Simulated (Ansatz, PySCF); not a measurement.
Gas-phase reaction in SMILES: [NH3+][Si](O)(O)O -> N[Si](O)(O)[OH2+]
Structures are relaxed separately at B3LYP-D3(BJ)/def2-TZVP in Ansatz (a program for electronic structure), one conformer each, not searched for the lowest.

Quantity: isomerisation energy (0 K, with B3LYP-D3(BJ) harmonic zero-point energies from PySCF), in eV. Correlated levels leave the core frozen unless marked. Spin-orbit coupling is left out. No relativistic terms. CBS marks a two-point X^-3 extrapolation of the correlation energy; Hartree-Fock from the larger set.

| level | program | isomerisation energy (eV) |
|---|---|---|
| BLYP-D3(BJ)/def2-TZVPD | Ansatz + dftd3 | 0.99 |
| B2GP-PLYP-D4/def2-TZVPD | Ansatz + dftd4 | 1.01 |
| PBE-QIDH/def2-TZVPD | Ansatz | 1.02 |
| MP2/cc-pV(D+d)Z | Ansatz | 0.95 |
| MP2/cc-pVTZ | Ansatz | 1.00 |
| CCSD/STO-3G | Ansatz | 0.48 |
| CCSD/cc-pwCVTZ | Ansatz | 1.02 |
| CCSD(T)/6-31G | Ansatz | 0.62 |
| CCSD(T)/6-31G* | Ansatz | 1.10 |
| CCSD(T)/CBS(cc-pV(T+d)Z,cc-pV(Q+d)Z) | Ansatz | 1.00 |
